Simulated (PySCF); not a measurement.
**PySCF run on Cs³⁺**

File input.py (PySCF 2.14):

```python
from pyscf import gto, dft

mol = gto.M(
    atom='Cs 0 0 0',
    basis='x2c-svpall',
    charge=3,
    spin=2,
    verbose=3,
)
mf = dft.ROKS(mol, xc='camb3lyp')
mf = mf.sfx2c1e()
mf.kernel()
mf.analyze()
print('orbital energies (hartree):', mf.mo_energy[..., max(0, mol.nelec[1]-3):mol.nelec[0]+3].round(4))
```

```bash
$ OMP_NUM_THREADS=1 python input.py
```

The log (some set-up lines and the per-cycle HOMO/LUMO lines with their warnings removed):

```
converged SCF energy = -7784.13651340632
**** MO energy ****
                Roothaan           | alpha              | beta
[16 lines left out]
MO #17  energy= -7.45124198392319  | -7.45787657403573  | -7.44460739384774  occ= 2
MO #18  energy= -7.42897500851969  | -7.43129065109486  | -7.42665936594461  occ= 2
MO #19  energy= -4.16655717161224  | -4.1742011243152   | -4.15891321890929  occ= 2
MO #20  energy= -4.16655716286349  | -4.17420112689343  | -4.1589131988335   occ= 2
MO #21  energy= -4.14826634440167  | -4.1528369453568   | -4.14369574344658  occ= 2
MO #22  energy= -4.14826633698915  | -4.15283696334739  | -4.14369571063093  occ= 2
MO #23  energy= -4.14207594718826  | -4.14584869673182  | -4.13830319764467  occ= 2
MO #24  energy= -2.20006060983633  | -2.24615877344512  | -2.15396244622758  occ= 2
MO #25  energy= -1.59600348472508  | -1.61096955220443  | -1.58103741724548  occ= 2
MO #26  energy= -1.52143873094412  | -1.65688653711322  | -1.38599092849538  occ= 1
MO #27  energy= -1.52143851667973  | -1.65688649647141  | -1.38599054060855  occ= 1
MO #28  energy= -0.724200126587797 | -0.752908205709152 | -0.695492047466469 occ= 0
MO #29  energy= -0.724199365480927 | -0.752908253694327 | -0.695490477267511 occ= 0
MO #30  energy= -0.713326869788412 | -0.729534471438035 | -0.697119268138798 occ= 0
[24 lines left out]
 ** Mulliken atomic charges  **
charge of    0Cs =      3.00000
Dipole moment(X, Y, Z, Debye):  0.00000, -0.00000,  0.00000
orbital energies (hartree): [-4.1421 -2.2001 -1.596  -1.5214 -1.5214 -0.7242 -0.7242 -0.7133]
```

In short: E(SCF) = -7784.136513 Eh.

It ran on Arm Neoverse V1 (1 thread, shared host) in 11 s, peak memory 0.18 GiB.

No search for the lowest solution was made.
